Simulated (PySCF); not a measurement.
PySCF input (CCSD(T)/cc-pVDZ):

```python
from pyscf import gto, scf, mp, cc as ccmod

mol = gto.M(
    atom='''
    Si   -0.24479723   -0.16964960    0.01504643
    F    -1.51013434   -1.04655468    0.09282020
    Cl   -0.47769741    1.75848922   -0.03021888
    Cl    1.47877801   -1.06471942   -0.03131240
    ''',
    basis='cc-pvdz',
    charge=1,
    spin=0,
    verbose=4,
)

mf = scf.RHF(mol)
mf.conv_tol = 1e-10
mf.max_cycle = 100
mf.kernel()
mp2 = mp.MP2(mf, frozen=16).run()
cc = ccmod.CCSD(mf, frozen=16)
cc.max_cycle = 100
cc.kernel()
et = cc.ccsd_t()
print(f'E(CCSD(T)) = {cc.e_tot + et:.9f}')
```

Output:

```
PySCF version 2.14.0

[INPUT] verbose = 4
[INPUT] num. atoms = 4
[INPUT] num. electrons = 56
[INPUT] charge = 1
[INPUT] spin (= nelec alpha-beta = 2S) = 0
[INPUT] symmetry False subgroup None
[INPUT] Mole.unit = angstrom
[INPUT] Symbol           X                Y                Z      unit          X                Y                Z       unit  Magmom
[INPUT]  1 Si    -0.244797230000  -0.169649600000   0.015046430000 AA   -0.462599720752  -0.320591281142   0.028433631852 Bohr   0.0
[INPUT]  2 F     -1.510134340000  -1.046554680000   0.092820200000 AA   -2.853740313901  -1.977701719582   0.175404756827 Bohr   0.0
[INPUT]  3 Cl    -0.477697410000   1.758489220000  -0.030218880000 AA   -0.902717275314   3.323063018800  -0.057105406991 Bohr   0.0
[INPUT]  4 Cl     1.478778010000  -1.064719420000  -0.031312400000 AA    2.794485437929  -2.012028103306  -0.059171860303 Bohr   0.0

nuclear repulsion = 271.567679690656
number of shells = 20
number of NR pGTOs = 149
number of NR cGTOs = 68
basis = cc-pvdz
ecp = {}

******** <class 'pyscf.scf.hf.RHF'> ********
method = RHF
initial guess = minao
damping factor = 0
level_shift factor = 0
DIIS = <class 'pyscf.scf.diis.CDIIS'>
diis_start_cycle = 1
diis_space = 8
diis_damp = 0
SCF conv_tol = 1e-10
SCF conv_tol_grad = None
SCF max_cycles = 100
direct_scf = True
direct_scf_tol = 1e-13
Set gradient conv threshold to 1e-05
Initial guess from minao.
init E= -1308.15144566668
  HOMO = -0.457997459299749  LUMO = -0.0285230626894668  gap/eV = 11.68659
cycle= 1 E= -1307.0740158612  delta_E= 1.08  |g|= 0.654  |ddm|= 1.77
  HOMO = -0.751842755814919  LUMO = -0.267441904218392  gap/eV = 13.18122
cycle= 2 E= -1307.16633918633  delta_E= -0.0923  |g|= 0.365  |ddm|= 0.93
  HOMO = -0.732581165098892  LUMO = -0.193103734000211  gap/eV = 14.67993
cycle= 3 E= -1307.19606133028  delta_E= -0.0297  |g|= 0.0475  |ddm|= 0.269
  HOMO = -0.724001655612255  LUMO = -0.181905152049469  gap/eV = 14.75120
cycle= 4 E= -1307.1965673228  delta_E= -0.000506  |g|= 0.0139  |ddm|= 0.0395
  HOMO = -0.723870707909996  LUMO = -0.182947605753413  gap/eV = 14.71927
cycle= 5 E= -1307.19663177856  delta_E= -6.45e-05  |g|= 0.00352  |ddm|= 0.0161
  HOMO = -0.724704492799952  LUMO = -0.182997333150984  gap/eV = 14.74060
cycle= 6 E= -1307.19663673984  delta_E= -4.96e-06  |g|= 0.000903  |ddm|= 0.00393
  HOMO = -0.724606005687568  LUMO = -0.183072767519963  gap/eV = 14.73587
cycle= 7 E= -1307.19663720104  delta_E= -4.61e-07  |g|= 0.000184  |ddm|= 0.00143
  HOMO = -0.724637549713226  LUMO = -0.183071375918604  gap/eV = 14.73677
cycle= 8 E= -1307.1966372277  delta_E= -2.67e-08  |g|= 4.17e-05  |ddm|= 0.00035
  HOMO = -0.724633330789448  LUMO = -0.183064405521731  gap/eV = 14.73684
cycle= 9 E= -1307.19663722907  delta_E= -1.37e-09  |g|= 7.18e-06  |ddm|= 8.41e-05
  HOMO = -0.724633932838702  LUMO = -0.183064914138843  gap/eV = 14.73684
cycle= 10 E= -1307.19663722911  delta_E= -3.91e-11  |g|= 1.61e-06  |ddm|= 1.35e-05
  HOMO = -0.724633982739333  LUMO = -0.183065117236243  gap/eV = 14.73684
Extra cycle  E= -1307.19663722912  delta_E= -5e-12  |g|= 6.67e-07  |ddm|= 2.27e-06
converged SCF energy = -1307.19663722912

******** <class 'pyscf.mp.mp2.RMP2'> ********
nocc = 12, nmo = 52
frozen orbitals 16
E(RMP2) = -1307.72817347555  E_corr = -0.531536246435575
E(SCS-RMP2) = -1307.70759352939  E_corr = -0.510956300272393
E_corr(same-spin) = -0.14640830244265
E_corr(oppo-spin) = -0.385127943992925

******** <class 'pyscf.cc.ccsd.CCSD'> ********
CC2 = 0
CCSD nocc = 12, nmo = 52
frozen orbitals 16
max_cycle = 100
direct = 0
conv_tol = 1e-07
conv_tol_normt = 1e-05
diis_space = 6
diis_start_cycle = 0
diis_start_energy_diff = 1e+09
Init t2, MP2 energy = -1307.7281734695  E_corr(MP2) -0.531536240385012
Init E_corr(CCSD) = -0.531536240385236
cycle = 1  E_corr(CCSD) = -0.542810144516732  dE = -0.0112739041  norm(t1,t2) = 0.0626094
cycle = 2  E_corr(CCSD) = -0.554405633978754  dE = -0.0115954895  norm(t1,t2) = 0.0193736
cycle = 3  E_corr(CCSD) = -0.554602291078576  dE = -0.0001966571  norm(t1,t2) = 0.01123
cycle = 4  E_corr(CCSD) = -0.55650109503173  dE = -0.00189880395  norm(t1,t2) = 0.00437936
cycle = 5  E_corr(CCSD) = -0.556470888622516  dE = 3.02064092e-05  norm(t1,t2) = 0.000908404
cycle = 6  E_corr(CCSD) = -0.556379477050635  dE = 9.14115719e-05  norm(t1,t2) = 0.000394094
cycle = 7  E_corr(CCSD) = -0.556381257940253  dE = -1.78088962e-06  norm(t1,t2) = 6.95868e-05
cycle = 8  E_corr(CCSD) = -0.556383534316312  dE = -2.27637606e-06  norm(t1,t2) = 2.37641e-05
cycle = 9  E_corr(CCSD) = -0.556384771667827  dE = -1.23735152e-06  norm(t1,t2) = 9.82333e-06
cycle = 10  E_corr(CCSD) = -0.55638459540506  dE = 1.76262767e-07  norm(t1,t2) = 2.47226e-06
cycle = 11  E_corr(CCSD) = -0.556384561716175  dE = 3.3688885e-08  norm(t1,t2) = 8.43441e-07
CCSD converged
E(CCSD) = -1307.753021790835  E_corr = -0.5563845617161747
CCSD(T) correction = -0.0135176997340299
E(CCSD(T)) = -1307.766539491
```
